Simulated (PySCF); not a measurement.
# Fine-structure interval along the 9-electron series

Calculated with PySCF 2.14 and a two-component X2C-1e Hamiltonian (Gaussian nucleus, no Breit or QED terms), each ion in its own even-tempered basis scaled to its charge; GMP2 freezes nothing and drops the highest virtual spinors. Values in cm⁻¹.

```tsv
ion	configuration	GHF (screened spin-orbit)	GMP2 (screened spin-orbit)	GHF (bare spin-orbit)
Cr¹⁵⁺	[He] 2s2 2p5	72907	73665	79662
Mn¹⁶⁺	[He] 2s2 2p5	88052	88816	95850
Fe¹⁷⁺	[He] 2s2 2p5	105450	106220	114390
```

Between Z = 24 and Z = 26 the GHF (bare spin-orbit) value grows as Z to the power 4.52.
